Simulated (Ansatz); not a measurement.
Problem. Predict a relaxed structure of the cluster Cu₃H₂⁺ (the lowest singlet isomer of a short search), charge 1, singlet, at B3LYP-D4/def2-TZVP (Ansatz).

Solution. 
```xyz
5

Cu   -0.067    0.075   -0.083
Cu   -1.760   -1.809    0.185
Cu    2.028    1.505    0.154
H     0.523    1.432    0.557
H    -0.725   -1.203   -0.812
```
Point group C2 (tolerance 0.1 Å). This is one stationary point.

The structure comes from a short search, and lower isomers may exist.
